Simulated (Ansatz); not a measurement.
Cost and result for the atomization energy of ClFH$_{4}$O$_{2}$Si$_{2}$, SMILES `O[SiH](F)O[SiH2]Cl` (10 atoms, 9 bonds).

```xyz
10

O     1.367    1.845    1.160
Si    0.988    0.307    0.828
F     2.150   -0.390   -0.005
O    -0.353    0.235   -0.085
Si   -1.363   -0.673   -0.979
Cl   -1.537   -2.543   -0.161
H     1.446    2.485    0.451
H     0.827   -0.397    2.103
H    -2.696   -0.040   -0.964
H    -0.829   -0.829   -2.348
```

Total charge 0; spin multiplicity 1. All single points use the PBE0-D4/def2-TZVP geometry. It is one conformer, not always the lowest. Program: Ansatz. All runs use 4 threads of a server CPU on a shared host. Times are those of one run each, without the atoms' runs, and a repeat can differ threefold. Electronic energies, without spin–orbit coupling; frozen cores. CCSD(T)/CBS adds CCSD(T) − MP2 in def2-TZVPP to the MP2 limit, and its time is that of the two runs behind it. T1 = 0.011. B3LYP takes the VWN-RPA correlation (the form of Gaussian; ORCA's B3LYP/G).

CCSD(T)/CBS is a level of theory with its own doubt, some kJ/mol a heavy atom from the limit and from the frozen cores, so smaller differences don't rank the functionals.

```tsv
level	functions	wall time	atomization (kcal/mol)	difference from CCSD(T)/CBS	per bond
PBE-D4/def2-TZVPP (with forces)	275	5.5 s	925.3	-6.6	-0.7
PBE0-D4/def2-TZVPP	275	7.5 s	909.6	-22.3	-2.5
r2SCAN-D4/def2-TZVPP (with forces)	275	11 s	926.1	-5.8	-0.6
B3LYP-D4/def2-TZVPP (with forces)	275	12 s	916.7	-15.2	-1.7
B2PLYP/def2-TZVPP	275	12 s	912.9	-19.0	-2.1
ωB97X-V/def2-TZVPP	275	17 s	928.4	-3.5	-0.4
ωB97M-V/def2-TZVPP (with forces)	275	25 s	928.1	-3.8	-0.4
MP2/def2-QZVPP	501	43 s	948.3	16.4	1.8
CCSD(T)/def2-TZVPP	275	8.8 min	901.4	-30.5	-3.4
CCSD(T)/CBS(def2)	–	9.5 min	931.9	0.0	0.0
```

From PBE to PBE0 (25 % exact exchange), in def2-TZVPP and without D4, the atomization energy moves by −14.8 kcal/mol: exact exchange takes away binding that semilocal exchange gives to molecules. The D4 term adds +10.0 kcal/mol with B3LYP and +5.3 kcal/mol with PBE0; it sums over pairs of atoms, weighted by their polarisabilities, and B3LYP, whose exchange is more repulsive, gets the larger term. In def2-TZVPP, CCSD(T) changes the Hartree–Fock value by +216.6 kcal/mol (the triples alone add +13.1 kcal/mol) and MP2 by +244.9 kcal/mol; breaking electron pairs costs correlation energy, which Hartree–Fock lacks.
